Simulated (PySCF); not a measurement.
BP86 single point of singlet LuS₂⁻ at its PBE0 minimum.

Input, equivalent to the run apart from its starting density:

```python
from pyscf import gto, scf, dft
mol = gto.M(atom='''
Lu    -0.000000    -0.000000    -0.607073
S      1.071933    -0.000000     1.661257
S     -1.071933     0.000000     1.661257''',
    basis={'Lu': 'def2-SVP', 'S': 'def2-SVP'},
    ecp={'Lu': 'def2-SVP'},
    charge=-1, spin=0)
mf = dft.RKS(mol, xc='B88,P86')
mf.grids.atom_grid = (75, 302)
aux = {'Lu': 'def2-universal-JKFIT', 'S': 'def2-universal-JKFIT'}
mf = mf.density_fit(auxbasis=aux)
mf.conv_tol = 1e-08
mf.diis_space = 10
mf.max_cycle = 60
mf.verbose = 4
mf.kernel()
```

SCF log (excerpt):

```
init E= -2033.14751106041
  HOMO = 0.00786463844594981  LUMO = 0.0650831892364481  gap/eV = 1.55700
cycle= 1 E= -2033.14783146456  delta_E= -0.00032  |g|= 0.217  |ddm|= 0.382
  HOMO = 0.0263533546550321  LUMO = 0.0715696658803042  gap/eV = 1.23040
cycle= 2 E= -2033.13113184878  delta_E= 0.0167  |g|= 0.449  |ddm|= 0.619
  HOMO = 0.0147708796508299  LUMO = 0.0694095089101246  gap/eV = 1.48679
cycle= 3 E= -2033.15236044433  delta_E= -0.0212  |g|= 0.0264  |ddm|= 0.42
  HOMO = 0.0152070373734621  LUMO = 0.0690492506037684  gap/eV = 1.46512
cycle= 4 E= -2033.15239976241  delta_E= -3.93e-05  |g|= 0.0151  |ddm|= 0.045
  HOMO = 0.0140174445467138  LUMO = 0.0684473794063572  gap/eV = 1.48111
cycle= 5 E= -2033.15248387442  delta_E= -8.41e-05  |g|= 0.00587  |ddm|= 0.038
  HOMO = 0.0142123281174241  LUMO = 0.068621391304519  gap/eV = 1.48055
cycle= 6 E= -2033.15248954948  delta_E= -5.68e-06  |g|= 0.00121  |ddm|= 0.0086
  HOMO = 0.0142438518330171  LUMO = 0.0686312812716318  gap/eV = 1.47996
cycle= 7 E= -2033.15248982064  delta_E= -2.71e-07  |g|= 0.000345  |ddm|= 0.00124
  HOMO = 0.0142543011061582  LUMO = 0.068636086381162  gap/eV = 1.47980
cycle= 8 E= -2033.1524898651  delta_E= -4.45e-08  |g|= 7.27e-05  |ddm|= 0.000461
  HOMO = 0.0142580057214693  LUMO = 0.0686374346644398  gap/eV = 1.47974
cycle= 9 E= -2033.15248986672  delta_E= -1.62e-09  |g|= 6.31e-06  |ddm|= 0.000114
  HOMO = 0.0142580012349596  LUMO = 0.0686378442179846  gap/eV = 1.47975
Extra cycle  E= -2033.15248986671  delta_E= 1.18e-11  |g|= 1.28e-05  |ddm|= 3.9e-05
converged SCF energy = -2033.15248986671
```

The highest occupied level lies above zero, a sign of self-interaction error or too small a basis; response properties are unreliable. The lowest empty level of this anion is unbound, so it and the gap depend on the basis. The basis has no diffuse functions, which an anion would want.

This run, together with those of the ionised and electron-attached species (not shown), took 15 s on 2 threads of a shared AMD EPYC (Zen 3) host, with 117 basis functions; the process peaked at 1 GiB. Launch command: `OMP_NUM_THREADS=2 python axn.py task.json out`.
